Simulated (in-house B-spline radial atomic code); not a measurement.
Computed with a B-spline radial atomic code. Model: two electrons, singlet ground state, non-relativistic, full CI in B-splines with partial waves to l = 8 (at full coupling up to 3e-4 hartree above the limit, correlation up to 0.6 % small), density held at that of full coupling by Lieb maximisation.

Along the adiabatic connection the electron repulsion is scaled by a coupling λ while a local potential keeps the density fixed. At λ = 0 the system is the Kohn-Sham one and W equals the exchange energy; the exchange-correlation energy is the area under W between 0 and 1. The kinetic energy rises with λ as the electrons avoid each other, with dT/dλ = −λ dW/dλ.

Command:
```bash
python run_ac.py task.json out
```
Settings (lengths in bohr, energies in hartree):
```
potential              coulomb
strength               9
lmax                   8
```

Cost of the run: 6.4 s on 1 thread of Intel(R) Xeon(R) Processor @ 2.30GHz (shared host).

**W = mean repulsion less Hartree energy, and W of three functionals.**

Given: confinement point charge; nuclear charge 9; external potential -Z/r.

Computed: PBE exchange minus exact 105.04 millihartree; SCAN exchange minus exact -4.06 millihartree.

| coupling | W xc (hartree) | W xc minus exchange (millihartree) | kinetic minus Kohn-Sham (millihartree) | LDA (PW92) W minus its exchange (millihartree) | PBE W minus its exchange (millihartree) | SCAN W minus its exchange (millihartree) |
| --- | --- | --- | --- | --- | --- | --- |
| 0 | -5.4024 | 0 | 0 | 0 | 0 | 0 |
| 0.02 | -5.4043 | -1.864 | 0 | -15.93 | -1.89 | -1.85 |
| 0.05 | ? | ? | ? | ? | ? | ? |
| 0.12 | -5.4135 | -11.137 | 0.7 | -69.4 | -11.43 | -10.96 |
| 0.25 | -5.4255 | -23.074 | 2.9 | -122.9 | -23.92 | -22.57 |
| 0.4 | ? | ? | ? | ? | ? | ? |
| 0.6 | -5.457 | -54.577 | 16.2 | -235.34 | -57.49 | -52.79 |
| 0.8 | -5.4746 | -72.173 | 28.5 | -288.73 | -76.49 | -69.5 |
| 1 | -5.4919 | -89.482 | 44.1 | -337.2 | -95.3 | -85.85 |
| 1.4 | -5.5257 | -123.27 | 84.6 | -423.49 | -132.22 | -117.55 |
| 2 | -5.5744 | -171.96 | 167.3 | -534.53 | -185.75 | -162.89 |
| 3 | -5.6506 | -248.21 | 357.4 | -688.21 | -269.9 | -233.32 |
| 4.5 | -5.7547 | -352.3 | 746.3 | -873.54 | -384.93 | -328.95 |
| 7 | -5.9052 | -502.78 | 1606.1 | -1112.2 | -551.25 | -467.16 |
| 10 | -6.0556 | -653.18 | 2877.3 | -1330.6 | -718.01 | -606.43 |

Problem. What belongs in the row 0.05?

Solution. W xc (hartree): -5.4071; W xc minus exchange (millihartree): -4.654; kinetic minus Kohn-Sham (millihartree): 0.1; LDA (PW92) W minus its exchange (millihartree): -34.21; PBE W minus its exchange (millihartree): -4.74; SCAN W minus its exchange (millihartree): -4.61.

Problem. What belongs in the row 0.4?

Solution. W xc (hartree): -5.4391; W xc minus exchange (millihartree): -36.688; kinetic minus Kohn-Sham (millihartree): 7.3; LDA (PW92) W minus its exchange (millihartree): -175.03; PBE W minus its exchange (millihartree): -38.34; SCAN W minus its exchange (millihartree): -35.69.

Problem. What is the LDA exchange minus exact?

Solution. 765.07 millihartree.

**Energy parts, natural occupations and partial-wave weights.**

Computed: total energy -75.5315 hartree; exchange energy -5.4024 hartree; kinetic part of the DFT correlation energy 0.04412 hartree; kinetic part over minus potential part 0.49306; Hartree energy 10.805 hartree; Kohn-Sham kinetic 75.487 hartree; Lieb Oxford ratio E_xc over LDA exchange 1.1748.

```
natural  occupation of the shell (electrons)
      s                               1.9993
      p                           0.00038158
      s                           0.00023608
      d                            2.132e-05
      p                                    ?
      s                           5.7322e-06
```

Problem. What belongs in the row p?

Solution. occupation of the shell (electrons): 1.4742e-05.

```csv
wave,weight
s,0.99979
p,0.00019893
d,?
f,1.7923e-06
g,4.2994e-07
```

Problem. What belongs in the row d?

Solution. weight: 1.1997e-05.

Problem. What is the initial slope twice GL2?

Solution. -0.093275 hartree.

Problem. What is the correlation energy?

Solution. -0.045362 hartree.

Half-way to full coupling W has made 51 % of its drop, against 50 % for a straight line, and second-order (GL2) theory, half the initial slope, overshoots the correlation energy by about 3 %: correlation is weak here. Over couplings 0 to 1 the errors in E_xc come to about +615 millihartree for LDA, +103 millihartree for PBE, -2.5 millihartree for SCAN, so SCAN is nearest. In LDA and PBE and SCAN the errors of exchange and correlation have opposite signs, so the sum is smaller than the larger of the two.
